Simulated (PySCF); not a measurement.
Screening by computed properties: pick the candidate that meets the target.

All species are isolated and taken at one optimised geometry, non-relativistic unless stated. Electronic properties by PySCF.

Dipoles, sizes and rotational constants follow the conformer. The torsions of the flexible species, by atom-mapped SMILES:
- `[CH3:1][CH2:2][P:3]1(=[O:4])[CH2:5][CH2:6]1`: C1–C2–P3–O4 57°
- `[CH2:1]=[CH:2][CH2:3][P@H:4]([CH3:5])=[O:6]`: C1–C2–C3–P4 112°, C2–C3–P4–C5 -56°

The conformers of `PPC1=CCCC1` aren't listed.

**Question.** Wanted: lowest singlet excitation above 6.5 eV (TDDFT CAM-B3LYP/def2-SVPD) and HOMO energy below -8.2 eV (CAM-B3LYP/def2-SVPD), at GFN2-xTB geometries. Which candidate meets both?
A. `C=CC[P@H](C)=O`
B. `p1cc(sc1F)C`
C. `O=[P@@H]1C(F)=C1[SiH3]`
D. `CCP1(=O)CC1`

**Answer.** A. Computed values:
| species | lowest singlet excitation | HOMO energy |
| --- | --- | --- |
| p1cc(sc1F)C | 4.72 eV | -7.89 eV |
| O=[P@@H]1C(F)=C1[SiH3] | 5.29 eV | -9.32 eV |
| CCP1(=O)CC1 | 6.41 eV | -8.44 eV |
| C=CC[P@H](C)=O | 6.64 eV | -8.80 eV |

**Question.** Wanted: static isotropic polarisability between 77 au and 84 au (CAM-B3LYP/def2-SVPD) and HOMO–LUMO gap below 9.3 eV (CAM-B3LYP/def2-SVPD), at GFN2-xTB geometries. Which candidate meets both?
A. `CCP1(=O)CC1`
B. `[SiH3]C1=C([P@H]1=O)F`
C. `PPC1=CCCC1`
D. `Cc1cpc(F)s1`
E. `[H]/P=C(/C)[SiH3]`

**Answer.** E. Computed values:
```csv
species,static isotropic polarisability,HOMO–LUMO gap
CCP1(=O)CC1,72.2 au,9.46 eV
[SiH3]C1=C([P@H]1=O)F,74.9 au,9.11 eV
[H]/P=C(/C)[SiH3],79.4 au,7.86 eV
Cc1cpc(F)s1,87.6 au,7.50 eV
PPC1=CCCC1,109.2 au,8.43 eV
```

**Question.** Wanted: smallest rotational constant between 1.3 GHz and 2 GHz (GFN2-xTB) and electronic spatial extent ⟨r²⟩ about the centre of nuclear charge above 800 bohr² (CAM-B3LYP/def2-SVPD), at GFN2-xTB geometries. Which candidate meets both?
A. `CCP1(=O)CC1`
B. `p1c(sc(C)c1)F`
C. `C=CC[P@H](C)=O`
D. `[H]/P=C(/C)[SiH3]`

**Answer.** C. Computed values:
```csv
species,smallest rotational constant,electronic spatial extent ⟨r²⟩ about the centre of nuclear charge
p1c(sc(C)c1)F,1.084 GHz,1015 bohr²
C=CC[P@H](C)=O,1.469 GHz,850 bohr²
CCP1(=O)CC1,1.905 GHz,741 bohr²
[H]/P=C(/C)[SiH3],2.086 GHz,604 bohr²
```

**Question.** Wanted: dipole moment below 2 D (CAM-B3LYP/def2-SVPD) and lowest triplet excitation (Tamm–Dancoff) below 5 eV (TDA CAM-B3LYP/def2-SVPD), at GFN2-xTB geometries. Which candidate meets both?
A. `C1([P@H](=O)C=1F)[SiH3]`
B. `c1(sc(C)cp1)F`
C. `[H]/P=C(/C)[SiH3]`
D. `CCP1(=O)CC1`

**Answer.** C. Computed values:
| species | dipole moment | lowest triplet excitation (Tamm–Dancoff) |
| --- | --- | --- |
| [H]/P=C(/C)[SiH3] | 0.92 D | 2.68 eV |
| c1(sc(C)cp1)F | 2.97 D | 2.80 eV |
| C1([P@H](=O)C=1F)[SiH3] | 3.81 D | 4.60 eV |
| CCP1(=O)CC1 | 4.29 D | 6.03 eV |
